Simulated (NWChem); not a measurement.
Lowest excitation of CHF2 (+1)

```
C
F 1 1.2259
F 1 1.2259 2 118.23
H 1 1.1089 2 120.89 3 180.00
```
Charge +1, spin multiplicity 1.

All runs are NWChem calculations. The geometry was optimised at PBE0/def2-SVP, a minimum by its harmonic frequencies.

Basis set: aug-cc-pVDZ.

The correlated methods keep 3 core orbitals frozen. B3LYP has NWChem's definition, with VWN1-RPA local correlation. The spin multiplicity of the parent species was assumed, not shown to be that of its ground state. The structure started from a generated list of species. No row is a measurement; the coupled-cluster row has its own basis-set and correlation limits.

Question: Order these methods by the lowest vertical singlet excitation energy they give, lowest first: EOM-CCSD, TD-PBE, TD-PBE0, CIS, TD-B3LYP.

Answer: TD-PBE (7.31 eV), TD-B3LYP (7.70 eV), TD-PBE0 (7.79 eV), EOM-CCSD (8.21 eV), CIS (9.38 eV)
